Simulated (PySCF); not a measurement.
B(H)(OEt)(NH2) (C2H8BNO), SMILES CCOBN.

Geometry optimised at ωB97X-D3(BJ)/def2-SVP. This is a generated structure with no PubChem entry under its InChIKey; it may be hypothetical. The values are those of a single conformer.

These are ωB97X-D3(BJ)/def2-SVP (PySCF 2.14.0) values and carry that method's errors.

Harmonic, unscaled wavenumbers; measured fundamentals usually lie a few per cent lower.

Estimate the vibrational spectrum. (An estimate is asked for; the answer gives what the named calculation found.)


| mode | ν (cm⁻¹) | IR (km/mol) | Raman (Å⁴/amu) | depolarisation | moving atoms (share of kinetic energy) |
|---|---|---|---|---|---|
| 1 | 59 | 0.5 | 1.0 | 0.69 | H 34 %, O 26 %, C 24 %, B 11 % |
| 2 | 117 | 4.3 | 2.3 | 0.75 | H 37 %, N 23 %, B 20 %, C 11 %, O 9 % |
| 3 | 221 | 3.0 | 0.1 | 0.25 | H 75 %, O 12 % |
| 4 | 310 | 4.3 | 0.2 | 0.60 | H 58 %, O 15 %, C 12 %, B 11 % |
| 5 | 401 | 7.6 | 1.1 | 0.20 | C 29 %, H 28 %, O 23 %, N 13 % |
| 6 | 425 | 178.6 | 0.5 | 0.73 | H 82 %, N 17 % |
| 7 | 486 | 1.6 | 1.0 | 0.37 | H 35 %, C 23 %, O 22 %, N 12 % |
| 8 | 600 | 24.8 | 0.9 | 0.75 | H 80 %, B 13 % |
| 9 | 805 | 0.6 | 2.0 | 0.31 | H 81 %, C 11 % |
| 10 | 823 | 0.9 | 2.7 | 0.29 | H 67 %, C 12 %, N 11 %, O 9 % |
| 11 | 937 | 28.6 | 1.3 | 0.75 | H 67 %, B 29 % |
| 12 | 946 | 6.4 | 4.6 | 0.49 | H 52 %, C 27 %, O 12 % |
| 13 | 1068 | 18.1 | 4.1 | 0.69 | H 61 %, C 17 %, O 11 %, B 9 % |
| 14 | 1118 | 7.0 | 4.8 | 0.34 | H 48 %, C 48 % |
| 15 | 1150 | 36.5 | 7.4 | 0.35 | H 49 %, B 19 %, N 14 %, C 13 % |
| 16 | 1182 | 31.6 | 0.9 | 0.72 | H 46 %, C 38 %, O 14 % |
| 17 | 1255 | 61.5 | 4.5 | 0.16 | H 32 %, O 23 %, C 21 %, B 18 % |
| 18 | 1334 | 4.9 | 8.6 | 0.67 | H 83 % |
| 19 | 1384 | 76.6 | 0.4 | 0.70 | H 76 %, C 19 % |
| 20 | 1422 | 241.4 | 3.3 | 0.69 | H 59 %, C 24 %, B 13 % |
| 21 | 1462 | 142.0 | 4.2 | 0.63 | H 54 %, B 28 %, C 9 %, O 9 % |
| 22 | 1467 | 4.9 | 16.3 | 0.74 | H 96 % |
| 23 | 1483 | 3.0 | 22.3 | 0.74 | H 94 % |
| 24 | 1510 | 15.0 | 4.9 | 0.75 | H 87 % |
| 25 | 1603 | 324.2 | 4.5 | 0.75 | H 61 %, N 21 %, B 17 % |
| 26 | 2580 | 155.6 | 60.7 | 0.20 | H 91 %, B 9 % |
| 27 | 3058 | 51.2 | 51.6 | 0.19 | H 95 % |
| 28 | 3066 | 11.7 | 179.4 | 0.01 | H 97 % |
| 29 | 3118 | 25.9 | 110.7 | 0.65 | H 90 %, C 10 % |
| 30 | 3162 | 28.9 | 58.0 | 0.67 | H 90 %, C 10 % |
| 31 | 3169 | 21.2 | 54.0 | 0.75 | H 90 %, C 10 % |
| 32 | 3649 | 46.1 | 110.7 | 0.12 | H 96 % |
| 33 | 3764 | 40.4 | 64.7 | 0.71 | H 91 %, N 9 % |
